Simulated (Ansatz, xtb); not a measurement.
# C2H5AlCl: which of two conformers lies lower

Structure X is `C[CH2][Al][Cl]`, a doublet and structure Y is `C[CH2][Al][Cl]`, a doublet. Both are isolated molecules in the gas phase, relaxed with PBE0-D3(BJ)/def2-SVP.

X (Å):

```yaml
atoms:
  - { symbol: C, position_ang: [0.0189, 2.6280, 1.2583] }
  - { symbol: C, position_ang: [-0.7195, 2.6642, -0.0733] }
  - { symbol: Al, position_ang: [0.3470, 2.9802, -1.7157] }
  - { symbol: Cl, position_ang: [-0.7602, 3.0041, -3.5362] }
  - { symbol: H, position_ang: [0.5408, 3.5761, 1.4638] }
  - { symbol: H, position_ang: [-0.6665, 2.4468, 2.1027] }
  - { symbol: H, position_ang: [0.7801, 1.8322, 1.2838] }
  - { symbol: H, position_ang: [-1.2593, 1.7176, -0.2656] }
  - { symbol: H, position_ang: [-1.4969, 3.4516, -0.0865] }
```

Y (Å):

```xyz
9

C     2.1778   -0.0008    0.4666
C     0.6890   -0.3135    0.5875
Al    0.2640   -2.1029    1.3365
Cl    1.8323   -3.5453    1.2478
H     2.3488    0.9724   -0.0237
H     2.6685    0.0430    1.4516
H     2.7105   -0.7651   -0.1194
H     0.1560    0.4450    1.1871
H     0.1952   -0.2993   -0.4033
```

Q: Estimate E(Y) − E(X) at the level CCSD(T)/def2-SVP + ΔMP2/def2-TZVPP.

A: Too close to call at this level: CCSD(T)/def2-SVP + ΔMP2/def2-TZVPP gives E(Y) − E(X) = −0.41 kJ/mol.

Level by level:

```csv
level,geometry,E(Y) − E(X) (kJ/mol),departure from the last row (kJ/mol),"job, with rough time for the two"
PBE0-D3(BJ)/def2-SVP,PBE0-D3(BJ)/def2-SVP,−0.64,−0.23,"optimisation, 1.7 min"
HF/def2-SVP,PBE0-D3(BJ)/def2-SVP,+0.67,+1.08,part of the CCSD(T) run
MP2/def2-SVP,PBE0-D3(BJ)/def2-SVP,−0.76,−0.35,part of the CCSD(T) run
CCSD(T)/def2-SVP,PBE0-D3(BJ)/def2-SVP,−0.43,−0.02,single point
CCSD(T)/def2-SVP + ΔMP2/def2-TZVPP,PBE0-D3(BJ)/def2-SVP,−0.41,,"single point, 35 s"
```

The largest departure from CCSD(T)/def2-SVP + ΔMP2/def2-TZVPP is that of HF/def2-SVP, 1.08 kJ/mol. Levels run at GFN2-xTB geometries aren't shown. The last row adds to CCSD(T) the change of the MP2 difference between the two basis sets, here +0.02 kJ/mol.

With harmonic frequencies from PBE0-D3(BJ)/def2-SVP (ideal gas, rigid rotor, one conformer each, 298.15 K, 1 atm): on the last row, ΔE + ΔZPE = 0.00 kJ/mol. A mode under 50 cm⁻¹ makes harmonic enthalpies and free energies unreliable, so none is given.

Open shells are spin-unrestricted. The correlated steps freeze 12 core orbitals. Run with Ansatz 0.2.0; the last row on 2 threads of Arm Neoverse V1 on a shared host.
